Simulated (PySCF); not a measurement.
The same groups moved round the core (phenanthrene mercapto). All species are isolated molecules in the gas phase. One relaxed conformer stands for each flexible species; it need not be the lowest. Strings in code marks are SMILES.

The S1 excitation (TDA) from two functionals at the same geometries (PBE0-D4/def2-SVP), both in PySCF: PBE-D3(BJ)/def2-SVP and PBE0-D4/def2-SVP. Excitations are Tamm–Dancoff values on a coarser integration grid. The basis has no diffuse functions, so Rydberg states are missing or too high.

| species | PBE0-D4/def2-SVP (eV) |
|---|---|
| `c1c(S)c2ccccc2c2c1cccc2` (H–S–C–C torsion 128°) | 4.01 |
| `Sc1ccc2c(ccc3ccccc32)c1` (H–S–C–C torsion 0°) | 3.90 |
| `Sc1ccc2ccc3ccccc3c2c1` (H–S–C–C torsion 180°) | 3.92 |

What does PBE-D3(BJ)/def2-SVP give for each?


- `c1c(S)c2ccccc2c2c1cccc2` (H–S–C–C torsion 128°): 3.44
- `Sc1ccc2c(ccc3ccccc32)c1` (H–S–C–C torsion 0°): 3.32
- `Sc1ccc2ccc3ccccc3c2c1` (H–S–C–C torsion 180°): 3.40
Over these rows, drawn at random from the members with no instability flagged (it was tested for open shells, ions and some series alone), PBE minus PBE0-D4: mean -0.56 eV, from -0.58 eV to -0.52 eV.
